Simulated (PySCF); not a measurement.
## Computed structure and properties of [Pt2H5]−

System: [Pt2H5]− (singlet); start: displaced along the imaginary mode (C2v). Method: PySCF 2.14.0, RKS r2SCAN, Pt def2-SVP with ECP60, H def2-SVP; non-relativistic Hamiltonian with scalar-relativistic core potentials where named; density fitting; no spin-orbit coupling.

Input of the relaxation:

```python
mol = gto.M(atom='''
Pt    -0.00094     0.00000     1.37108
Pt    -0.00094     0.00000    -1.37108
H      1.00726    -0.00001    -0.00000
H     -0.57111     0.86853     0.00000
H     -0.57112    -0.86852     0.00000
H      0.25000    -0.00000     3.03808
H      0.24999    -0.00000    -3.03808''',
    basis={'Pt': 'def2-SVP', 'H': 'def2-SVP'},
    ecp={'Pt': 'def2-SVP'},
    charge=-1, spin=0)
mf = dft.RKS(mol, xc='R2SCAN')
mf.grids.atom_grid = (50, 194)
mf = mf.density_fit()  # fitting sets: Pt def2-universal-JKFIT, H def2-universal-JKFIT
mf.conv_tol = 1e-08; mf.max_cycle = 55
mf.kernel(dm0)  # dm0: converged density of the start geometry
# quasi-Newton relaxation in Cartesian coordinates to a largest gradient under 0.00045 Eh/bohr, steps kept in the point group
```

Run from Python with OMP_NUM_THREADS=2; the lines above give its settings. Where DIIS fails, smearing, a level shift and second-order steps follow.
It took 13 s on 2 threads of Arm Neoverse V1, on a shared host, from the converged density of the start.

Course of the relaxation:

| step | energy above end (eV) | largest force component within the symmetry (eV/Å) |
| --- | --- | --- |
| 0 | 0.0067 | 0.281 |
| 1 | 0.0009 | 0.113 |
| 2 | 0.0000 | 0.015 |
| 3 | 0.0000 | 0.008 |

Relaxed geometry (C2v):

```xyz
7

Pt    0.0057    0.0000    1.3700
Pt    0.0057    0.0000   -1.3700
H     1.0204    0.0000    0.0000
H    -0.5789    0.8593    0.0000
H    -0.5789   -0.8593    0.0000
H     0.2446    0.0000    3.0173
H     0.2446    0.0000   -3.0173
```

```json
{"contact": "Pt1–H3 (H)", "Å": "1.705"}
{"contact": "Pt2–H4 (H)", "Å": "1.720"}
{"contact": "Pt2–H5 (H)", "Å": "1.720"}
{"contact": "Pt1–H6 (H)", "Å": "1.664"}
{"contact": "Pt2–H7 (H)", "Å": "1.664"}
```

On the finer grid (75, 302):

| Item | Value |
| --- | --- |
| HOMO | -1.26 eV |
| LUMO | 1.76 eV |
| Dipole about the centre of mass | 0.69 D |
| Set of Mulliken populations of Pt1 outside the core potential | s 3.18, p 6.25, d 8.82, f 0.01 |
| D3(BJ) dispersion energy (not in the energies) | -0.040 eV |

| atom | Mulliken (e) | Löwdin (e) | spin (e) |
| --- | --- | --- | --- |
| Pt1 | -0.26 | -0.37 | 0.00 |
| Pt2 | -0.26 | -0.37 | 0.00 |
| H3 | 0.00 | 0.07 | 0.00 |
| H4 | -0.03 | 0.06 | 0.00 |
| H5 | -0.03 | 0.06 | 0.00 |
| H6 | -0.21 | -0.23 | 0.00 |
| H7 | -0.21 | -0.23 | 0.00 |

No frequency check is given here. The steps kept the symmetry C2v of the start, so a lower state may lie off it.

Taking off one H (charge -1, singlet; the rest: singlet) in vacuum, both parts rigid, costs 7.88 eV; the small basis without counterpoise inflates it.

Rigid scan of H along the line from its metal, all other atoms held (where the atom bridges, its other bond changes as well):

```csv
distance to H3 (Å),energy (eV)
1.40,0.590
1.50,0.206
1.60,0.041
1.70,0.000
1.80,0.026
1.90,0.085
2.10,0.233
2.40,0.453
2.80,0.815
3.30,1.594
```

One start shape was tried, so this needn't be the lowest isomer.
